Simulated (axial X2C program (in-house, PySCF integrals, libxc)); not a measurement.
# Photoelectron levels of AlTe⁻ by EOM-IP-CCSD

Calculated with an axial X2C code built on PySCF integrals: two-component X2C with atomic mean-field Coulomb and Gaunt terms, Gaussian nuclei, basis Te dyall-acv3z, Al dyall-av3z with contracted cores.

R = 2.467 Å (near the PBE0 minimum at charge -1 of the determinant lowest at the starting distance; the state shown can have its own minimum elsewhere).

Hartree–Fock spinors of AlTe⁻ (one of each Kramers pair; a window near the gap, which can cut inner shells):

```
  ω  occupied  ε (eV)                     character
1/2       yes  -15.24   68% Te s, 12% Al p, 9% Al s
1/2       yes   -6.82   46% Te p, 40% Al s, 6% Te s
1/2       yes   -3.52   70% Te p, 14% Al p, 7% Al d
3/2       yes   -2.87   72% Te p, 15% Al p, 8% Al d
1/2       yes   -2.65  37% Al p, 35% Te p, 18% Al s
1/2        no    2.91                      97% Al p
3/2        no    2.91                      97% Al p
1/2        no    2.92                      97% Al p
1/2        no    3.43            84% Al s, 12% Te p
1/2        no    4.76   78% Te p, 11% Al s, 6% Te d
3/2        no    5.02  59% Te p, 22% Al p, 10% Te d
```

Vertical detachment energies of AlTe⁻ to the states of AlTe:

```tsv
Ω of AlTe	vertical detachment energy (eV)	above lowest (cm⁻¹)	ionised spinor	one-hole weight
1/2	2.670	0	35% Al pσ, 28% Te pσ, 18% Al sσ	0.94
3/2	2.886	1743	73% Te pπ, 15% Al pπ, 8% Al dπ	0.94
1/2	3.387	5790	67% Te pπ, 10% Al pπ, 7% Al dπ	0.93
1/2	5.989	26774	46% Te pσ, 40% Al sσ	0.80
```

Q: How far does the lowest EOM-IP-CCSD energy lie from the Koopmans value −ε of the highest filled spinor?

A: 2.670 eV against 2.65 eV, a shift of 0.02 eV: relaxation of the final state lowers the energy and the loss of correlation raises it.

Q: Take the first Ω = 1/2 and Ω = 3/2 rows of π character: how far apart are they, and which lies lower?

A: E(3/2) − E(1/2) = 1743 − 5790 = -4047 cm⁻¹ at EOM-IP-CCSD: inverted, Ω = 3/2 lower. Splittings at this level can be off by ten to twenty per cent.

This point took 17 s on 1 thread of Arm Neoverse V2, with other jobs on the host.

Reference electrons by ω block (each with its −ω partner): 1/2: 22, 3/2: 9, 5/2: 2. 20 electrons of AlTe⁻ correlated (inner shells frozen), 82 natural virtual spinors (a truncated set); levels can be off by some tenths of an eV. Roots sought by Ω: (1/2: 4, 3/2: 3, 5/2: 1); the list ends where they run out and leaves out roots under 60 % one-particle weight. The solver can skip a root, and states that need a further excitation, which the method places far too high, are missing though they may lie low or lowest. T1 of the reference 0.012 (Lee–Taylor). Number of frozen shells: Te 4 s, 3 p, 1 d; Al 2 s, 1 p.
